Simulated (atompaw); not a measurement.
PBE PAW (atompaw) dataset for samarium, scalar-relativistic all-electron reference.

samarium, PAW, made with atompaw 4.2.0.5 (PBE, scalar-relativistic). Core [Kr] 4d10 4f6, reference 5s2 5p6 5d0 6s1.5 6p0 (charge +0.5). Waves: 5s (bound): rc 2.45 bohr; 6s (bound): rc 2.25 bohr; 5p (bound): rc 1.98 bohr; 6p (bound, empty): rc 3.00 bohr; 5d (bound, empty): rc 2.30 bohr; 5d channel at 1.7 Ry: rc 3.00 bohr. Local part: ultrasoft scheme with l = 3 at 0 Ry, radius 2.70 bohr. Core correction: smooth core density matched at 2.55 bohr. Augmentation charge: gaussian compensation charge, radius 2.95 bohr; PAW radius 3.00 bohr; waves and projectors: custom rrkj gramschmidtortho.

All-electron outer shells of the reference configuration (PBE, scalar-relativistic, ld1.x):

| shell | level (eV) | outermost node (bohr) | outermost maximum (bohr) |
| --- | --- | --- | --- |
| 5s | -46.20 | 0.69 | 1.27 |
| 5p | -26.16 | 0.73 | 1.43 |
| 6s | -5.92 | 1.70 | 3.57 |
| 4f | -5.37 | – | 0.61 |
| 5d | -4.31 | 0.84 | 2.14 |
| 6p | -3.17 | 2.04 | 4.64 |

What the tests gave:

- Cutoffs needed: 18 Ry and 35 Ry (the cutoffs (Ry, on a coarse ladder) from which the occupation-weighted sum of valence levels, in a spherical-Bessel basis at the reference potential, stays within 10 and 1 mRy of its value at 400 Ry)
- Ghost test: no extra level below or beside the all-electron valence levels (s, p, d, f tested) (spherical-Bessel basis up to 400 Ry, 20 bohr box)
- Lowest eigenvalue of the overlap operator: 0.04 (p channel)
- Overlap eigenvalues printed by atompaw (projector basis): 0.0524, 0.177, 0.243, 0.982, 2.2, 2.94
- Share of each valence orbital outside the PAW sphere: 5s 1 %, 6s 79 %, 5p 3 %, 6p 93 %, 5d 43 %

Generation and tests took about 8.8 s on one core of a shared server CPU.
